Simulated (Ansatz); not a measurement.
A nudged elastic band was laid between two geometries of ClGaH$_{2}$ (4 atoms, charge 0, multiplicity 1).

These are results of Ansatz 0.2.0, RKS PBE0-D4/def2-SVPD, not measurements.

```json
{"movable images": "9", "climbing image": "yes", "spring": "5.0 eV/Å²", "optimiser": "quadratic models (default)", "start path": "through a guess of the saddle point", "force threshold": "0.05 eV/Å", "iteration limit": "60", "end points": "relaxed"}
```

Image 0:

```xyz
4
Properties=species:S:1:pos:R:3
Ga 0.452 0.000 0.069
Cl 0.824 0.000 2.208
H 1.731 0.000 -0.814
H -1.049 0.000 -0.332
```

Image 10:

```xyz
4
Properties=species:S:1:pos:R:3
Ga -0.370 0.000 -0.438
Cl 2.502 0.000 1.946
H 1.490 0.000 1.092
H -1.665 0.000 -1.470
```

(1) What changes between the two ends?

(2) Give the energies along the band, and the barrier.

(3) What is the geometry of the highest image?

(4) What are the harmonic wavenumbers there?

The band took 13 iterations and of the order of 8 core-minutes.

## Answers

(1) Bonds broken: Ga1–Cl2, Ga1–H3. Bonds formed: Cl2–H3. ClGaH2 becomes ClH + GaH.

(2) The run converged. The highest image is number 4 of 0 to 10, 2.30 eV above the first end and 0.42 eV above the last; the last end lies 1.88 eV above the first. A vibrational analysis at the climbing image gives one clearly imaginary mode, 874i cm⁻¹: a first-order saddle point. The orbitals stay closed-shell, which can raise the energy where a bond breaks towards radicals; this wasn't checked here.

```csv
image,path coordinate (Å),energy (eV),Ga1–Cl2 (Å),Ga1–H3 (Å),Cl2–H3 (Å)
0,0.00,0.00,2.17,1.55,3.16
1,0.37,0.20,2.18,1.54,2.77
2,0.73,0.85,2.27,1.52,2.37
3,1.10,1.83,2.45,1.54,2.00
4,1.47,2.30,2.64,1.67,1.65
5,1.86,2.06,2.94,2.05,1.36
6,2.26,1.99,3.28,2.30,1.32
7,2.65,1.96,3.46,2.34,1.32
8,3.04,1.93,3.58,2.35,1.32
9,3.43,1.90,3.68,2.38,1.33
10,3.83,1.88,3.73,2.41,1.32
```

(3) 
```xyz
4
Properties=species:S:1:pos:R:3
Ga 0.241 0.000 -0.571
Cl 1.341 0.000 1.833
H 1.711 0.000 0.226
H -1.335 0.000 -0.358
```

(4) 874i, 230, 509, 580, 1510, 1887 cm⁻¹.

Time of the run: 8.2 min on 1 thread of Arm Neoverse N1 (shared host), peak memory 0.16 GiB.
